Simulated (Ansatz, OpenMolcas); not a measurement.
# A ladder of methods for GaBH3ClO (SMILES O[B](Cl)[GaH2])

GaBH3ClO: 7 atoms, total charge 0, spin state singlet. SMILES: `O[B](Cl)[GaH2]`. The shape is that of a PBE0-D4/def2-TZVP optimisation. This is one conformer, not always the lowest.

Quantity: the electronic atomisation energy, in eV. The values are calculated. Electronic energies at fixed atoms, without zero-point motion or spin-orbit coupling.

```csv
level,kind,program,value (eV),CPU time (all runs)
HF/6-31G* (spherical functions),Hartree–Fock,OpenMolcas,16.63,18 s
BLYP/6-31G* (spherical functions),GGA,OpenMolcas,22.34,46 s
r2SCAN/6-31G* (spherical functions),meta-GGA,Ansatz,23.09,35 s
PBE0/6-31G* (spherical functions),global hybrid,OpenMolcas,22.74,40 s
wB97X/6-31G* (spherical functions),range-separated hybrid,Ansatz,22.91,49 s
RPA@PBE/6-31G* (spherical functions),RPA,Ansatz,19.73,25 s
MP2/6-31G* (spherical functions),perturbation theory,Ansatz,21.36,4.7 s
BCCD(T)/6-31G* (spherical functions),coupled cluster or CI,Ansatz,20.76,31 s
```

All-electron rows without a relativistic Hamiltonian named are non-relativistic. Correlated wave functions underbind in double-zeta sets. The values span 16.63 to 23.09 eV. In the correlated wave-function rows the outer d shell of Ga is correlated, in sets not made for it. In so small a basis fixed costs decide the times, and correlated methods can beat functionals. CPU times are rough (shared hosts, several kinds of processor and program).
